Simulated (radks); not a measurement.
The holmium ion Ho+, 66 electrons, occupied as [Xe] 4f11 6s1. Calculated with a radial shooting solver on a logarithmic mesh with Libxc functionals: Dirac Kohn-Sham, exchange-only LDA, spin-unpolarised, spherical densities, point nucleus; open shells fill j = l - 1/2 first. Some entries of the table are withheld. Estimate them.

orbital  occ.  eigenvalue (eV)  <r^2> (bohr^2)  <r> (bohr)
1s1/2       2        -55390.10       0.0005888     0.02075
2s1/2       2        -9264.472        0.009120     0.08758
2p1/2       2        -8820.637        0.006586     0.07293
2p3/2       4        -7964.684        0.007809     0.08009
3s1/2       2        -2072.195         0.06041      0.2297
3p1/2       2        -1877.682         0.05597      0.2193
3p3/2       4        -1698.988         0.06288      0.2328
3d3/2       4        -1364.452         0.04966      0.2055
3d5/2       6        -1325.377         0.05158      0.2097
4s1/2       2        -412.6776          0.3046      0.5191
4p1/2       2        -335.4972          0.3186      0.5287
4p3/2       4        -295.2312          0.3573      0.5601
4d3/2       4        -167.9908             (1)      0.5906
4d5/2       6        -160.6885             (2)      0.6017
5s1/2       2              (3)           1.842       1.278
5p1/2       2         -34.8096           2.386       1.446
5p3/2       4         -29.7607           2.776       1.559
4f5/2       6              (4)          0.9895      0.8446
6s1/2       1          -8.3209           15.49       3.705
4f7/2       5              (5)           1.056      0.8669

Answer. 
(1) 4d3/2 <r^2> (bohr^2): 0.4054
(2) 4d5/2 <r^2> (bohr^2): 0.4208
(3) 5s1/2 eigenvalue (eV): -55.6199
(4) 4f5/2 eigenvalue (eV): -8.9077
(5) 4f7/2 eigenvalue (eV): -7.9327
